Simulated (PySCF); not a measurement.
Two species compared at the same levels of theory.

First species: C₃H₉NO₂Si.
SMILES with atom numbers: `[NH2:1][CH2:2][SiH:3]1[O:4][CH2:5][CH2:6][O:7]1` (hydrogens: H8, H9 on N1; H10, H11 on C2; H12 on Si3; H13, H14 on C5; H15, H16 on C6)

Structure used (PBE0-D3(BJ)/def2-SVP), in Å, numbered top down from 1:
```
atom  x, y, z in Å
N1     1.7484    1.1390    0.4348
C2     1.9452   -0.2283   -0.0157
Si3    0.2531   -0.9570   -0.3572
O4    -0.5985   -1.2788    1.0492
C5    -1.8122   -0.5522    1.0476
C6    -1.6292    0.6464    0.1080
O7    -0.7834    0.2271   -0.9505
H8     1.3458    1.7007   -0.3124
H9     2.6244    1.5773    0.7075
H10    2.6098   -0.3625   -0.8975
H11    2.3943   -0.8290    0.7955
H12    0.3143   -2.1287   -1.2746
H13   -2.6362   -1.2017    0.6970
H14   -2.0501   -0.2246    2.0724
H15   -2.5905    0.9942   -0.3024
H16   -1.1519    1.4821    0.6510
```

Second species: 4-methyloxazole, C4H5NO.
Structure used (PBE0-D3(BJ)/def2-SVP), in Å, numbered top down from 1:
```xyz
11
C4H5NO angstrom
C     -1.659   -0.150    0.256
C     -0.190   -0.047    0.030
C      0.617    1.051   -0.032
O      1.887    0.630   -0.254
C      1.797   -0.705   -0.318
N      0.602   -1.166   -0.160
H     -1.941    0.184    1.267
H     -1.963   -1.199    0.148
H     -2.229    0.452   -0.467
H      0.459    2.122    0.056
H      2.718   -1.258   -0.495
```

Levels: CAM-B3LYP/def2-SVPD for HOMO energy, LUMO energy, HOMO–LUMO gap and static isotropic polarisability; TDDFT CAM-B3LYP/def2-SVPD for lowest singlet excitation; TDA CAM-B3LYP/def2-SVPD for lowest triplet excitation (Tamm–Dancoff); ΔSCF CAM-B3LYP/def2-SVPD for vertical ionisation energy. Geometries: PBE0-D3(BJ)/def2-SVP. All species are isolated and taken at one optimised geometry, non-relativistic unless stated. Electronic properties by PySCF.

```csv
property,column X,column Y
HOMO energy,-8.45 eV,-8.34 eV
LUMO energy,1.22 eV,0.92 eV
HOMO–LUMO gap,9.67 eV,9.26 eV
lowest singlet excitation,6.25 eV,6.21 eV
lowest triplet excitation (Tamm–Dancoff),5.94 eV,4.10 eV
static isotropic polarisability,73.0 au,54.2 au
vertical ionisation energy,9.38 eV,9.25 eV
```

Task: Which column belongs to which species?

Result: Column X is the first species and column Y the second. The first has 16 atoms and 64 electrons, the second 11 and 44.

Task: How does each property change from the first species to the second?

Result: HOMO energy +0.11 eV; LUMO energy -0.30 eV; HOMO–LUMO gap -0.41 eV; lowest singlet excitation -0.04 eV; lowest triplet excitation (Tamm–Dancoff) -1.84 eV; static isotropic polarisability -18.8 au; vertical ionisation energy -0.13 eV.

On the first: The ΔSCF ionisation energy exceeds −ε(HOMO) by 0.93 eV with CAM-B3LYP. S1 lies 3.42 eV below the HOMO–LUMO gap; its leading configuration is HOMO→LUMO, weight 0.82.

On the second: The ΔSCF ionisation energy exceeds −ε(HOMO) by 0.91 eV with CAM-B3LYP. The principal polarisabilities are 38.3, 57.6 and 66.7 au; their mean is the isotropic value.

One conformer stands for the species.
